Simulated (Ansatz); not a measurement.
The cluster La₂O₃⁻, relaxed as a doublet with UKS PBE0-D4/def2-SVPD in Ansatz, starting from the GFN1-xTB geometry. Force threshold 0.02 eV/Å.

In the def2 sets La takes a core potential; there is no spin–orbit coupling. The structure holds one bond between oxygen atoms, so isomers without such links may lie far lower. The charge -1 doublet is spin-contaminated (final ⟨S²⟩ up to 0.88, 0.75 for a pure state). The highest occupied level of the charge -1 doublet lies above zero (up to 0.09 eV). The electron is either unbound and held by the finite basis, or the level is raised by self-interaction error. Another isomer (doublet) lies 3.57 eV lower at PBE0-D4/def2-TZVPD; other spin states weren't run for this one.

Start:

Cartesian coordinates in Å:
```
La -1.471 1.578 -0.981
La 1.729 -1.405 0.550
O 0.577 -0.715 -1.817
O -0.891 -0.324 1.038
O 0.056 0.866 1.210
```

```tsv
step	energy (eV)	largest force component (eV/Å)	SCF passes
1	-7845.4013	5.069	104
2	-7847.8099	4.887	49
3	-7849.9404	3.219	52
4	-7851.0682	1.346	51
5	-7851.6520	1.220	132
6	-7851.8296	1.562	53
7 (rejected)	-7851.7437	1.097	62
8	-7851.9334	0.123	52
9	-7851.9351	0.068	50
10	-7851.9359	0.013	50
```

Force components are those of the run's own axes.

End:

```csv
atom,x (Å),y (Å),z (Å)
La1,-1.060,1.001,-0.942
La2,1.255,-1.151,0.334
O3,0.495,-0.382,-1.543
O4,-0.834,-0.274,1.052
O5,0.144,0.806,1.099
```

By distances, no bond broke or formed. The bond that changes most is La1–O3, from 3.19 to 2.17 Å (atoms count from 1).

No frequencies were taken in this run, so the end may be a saddle point.

Hardware: 4 threads of Intel Xeon on a shared host. Wall time 2 min.
